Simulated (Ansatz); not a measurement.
Geometry optimisation, RHF/def2-SVP in Ansatz.

Input:

```yaml
crystal:
  periodic: [false, false, false]
  atoms:
    - { symbol: Ta, position_ang: [-0.498301, -0.370897, -0.097035] }
    - { symbol: Cl, position_ang: [3.176969, -0.127688, 0.00424] }
    - { symbol: "N", position_ang: [0.240969, -0.028995, 1.657801] }
    - { symbol: H, position_ang: [1.031359, -0.515105, 2.045661] }
    - { symbol: H, position_ang: [-0.067948, 0.733202, 2.23608] }
    - { symbol: Cl, position_ang: [0.27602, 0.687061, -2.02984] }
    - { symbol: F, position_ang: [-1.655698, 1.077121, 0.252173] }
    - { symbol: Cl, position_ang: [-2.399835, -1.747245, -0.175278] }
    - { symbol: O, position_ang: [0.59966, -1.991396, -0.329742] }
    - { symbol: H, position_ang: [0.454928, -2.923562, -0.373433] }
    - { symbol: H, position_ang: [2.672077, -1.247295, -0.490926] }
basis:
  gaussian: { orbitals: def2-SVP }
hamiltonian:
  xc: hf
relax:
  f_tol: 0.03
  max_steps: 50
output:
  orbitals: {}
```

Launched with:

```bash
$ ansatz run input.yaml --threads 4 --pin off --max-ram 5120MiB --backend cpu --events-out ev --progress --plain --runs-dir out
```

Q: Where does it end, and by what steps?

A: It converged. After 28 steps the energy has fallen by 0.311 eV; Cl2 moved furthest, 1.48 Å.

```
step  energy less start (eV)  largest force component (eV/Å)  accepted
   0                  0.0000                           1.277       yes
   1                 -0.1414                           0.947       yes
   2                 -0.1971                           0.775       yes
   3                 -0.1700                           1.359        no
   4                 -0.2286                           0.497       yes
   5                 -0.2478                           0.263       yes
   6                 -0.2623                           0.243       yes
   7                 -0.2744                           0.078       yes
   8                 -0.2771                           0.082       yes
   9                 -0.2771                           0.215       yes
  10                 -0.2815                           0.039       yes
  11                 -0.2809                           0.243        no
  12                 -0.2821                           0.034       yes
  13                 -0.2817                           0.240        no
  14                 -0.2828                           0.069       yes
  15                 -0.2834                           0.101       yes
  16                 -0.2837                           0.160       yes
  17                 -0.2843                           0.120       yes
  18                 -0.2885                           0.225       yes
  19                 -0.2860                           0.521        no
  20                 -0.2916                           0.107       yes
  21                 -0.2917                           0.432       yes
  22                 -0.3010                           0.060       yes
  23                 -0.3052                           0.119       yes
  24                 -0.3086                           0.114       yes
  25                 -0.3106                           0.079       yes
  26                 -0.3099                           0.205        no
  27                 -0.3109                           0.077       yes
  28                 -0.3114                           0.016       yes
```

```xyz
11
Properties=species:S:1:pos:R:3
Ta -0.861 -0.438 -0.104
Cl 3.676 -1.427 0.519
N 0.201 0.056 1.446
H 1.038 -0.415 1.740
H -0.039 0.833 2.037
Cl -0.366 0.623 -2.143
F -1.939 1.047 0.379
Cl -2.713 -1.849 0.194
O 0.305 -1.851 -0.448
H 0.948 -2.527 -0.564
H 3.580 -0.507 -0.357
```

Whether the end is a true minimum wasn't checked by a vibrational analysis.

The run took 74 s on 4 threads of Arm Neoverse V1, on a shared host, peak memory 0.47 GiB.
